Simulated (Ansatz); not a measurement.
Job for Ansatz (a program for electronic structure): R-r2SCAN/def2-TZVPP on FH3Si2 (SMILES F[Si][SiH3]), a point of a torsion scan.

Ansatz 0.2 input:
```yaml
crystal:
  periodic: [false, false, false]
  atoms:
    - {symbol: F, position_ang: [2.53527710, 0.39030371, -0.10699993]}
    - {symbol: Si, position_ang: [1.51213270, -0.90304593, 0.00461575]}
    - {symbol: Si, position_ang: [-0.56120408, 0.07244179, 0.05569639]}
    - {symbol: H, position_ang: [-1.09450028, -0.05040753, -1.31629255]}
    - {symbol: H, position_ang: [-0.97181332, 1.42269290, 0.47184941]}
    - {symbol: H, position_ang: [-1.38495273, -0.83354867, 0.87923830]}
basis:
  gaussian:
    orbitals: def2-TZVPP
hamiltonian:
  xc: {name: r2SCAN}
scf: {lower_state_search: off}
```

Question: Predict the final total energy.

Answer: -680.5795 hartree.
